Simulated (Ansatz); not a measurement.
```yaml
crystal:
  periodic: [false, false, false]
  atoms:
    - {symbol: F, position_ang: [-0.642768, 0.310534, 1.191761]}
    - {symbol: B, position_ang: [-0.016326, 0.006013, 0.041866]}
    - {symbol: O, position_ang: [0.051597, -1.279966, -0.356349]}
    - {symbol: Si, position_ang: [-0.501820, -2.695843, 0.296919]}
    - {symbol: O, position_ang: [0.533839, 0.991421, -0.695161]}
    - {symbol: Si, position_ang: [0.628366, 2.631557, -0.498661]}
    - {symbol: H, position_ang: [-0.089955, -3.775799, -0.627559]}
    - {symbol: H, position_ang: [-1.980529, -2.659203, 0.413722]}
    - {symbol: H, position_ang: [0.101972, -2.910118, 1.635243]}
    - {symbol: H, position_ang: [1.353273, 2.953682, 0.755268]}
    - {symbol: H, position_ang: [1.372728, 3.153657, -1.666545]}
    - {symbol: H, position_ang: [-0.733476, 3.219064, -0.456305]}
basis:
  gaussian: {orbitals: STO-3G}
total_charge: 1
magnetization: {spin_polarized: true, initial_magnetization: 1}
hamiltonian: {xc: {name: CCSD(T)}}
scf: {lower_state_search: full}
output: {forces: true}
```

```sh
$ ansatz run in.yaml --threads 4 --pin off --events-out ev --progress --plain --max-ram 11315MiB
```

It prints (some lines left out):

```
Error: YAML parse error: error: line 20 column 19: hamiltonian.xc: no functional is named "CCSD(T)"; the names, which are not case-sensitive, are SVWN5, SPW92, PBE, PBE0, PBEsol, revPBE, revPBE0, RPBE, rPW86-PBE, HSE06, wPBEh, LC-wPBE, HISS, HF, BLYP, B3LYP, B3LYP5, BHLYP, CAM-B3LYP, r2SCAN, r2SCANh, r2SCAN0, r2SCAN50, m-r2SCAN, B97, wB97, wB97X, wB97X-V, B97M-V, wB97M-V, B2PLYP, B2GP-PLYP, PBE0-DH, PBE-QIDH
18 | total_charge: 1
19 | magnetization: {spin_polarized: true, initial_magnetization: 1}
20 | hamiltonian: {xc: {name: CCSD(T)}}
21 | scf: {lower_state_search: full}
22 | output: {forces: true}
```

In this input the method's name isn't one that the program takes here. The program refused the input.
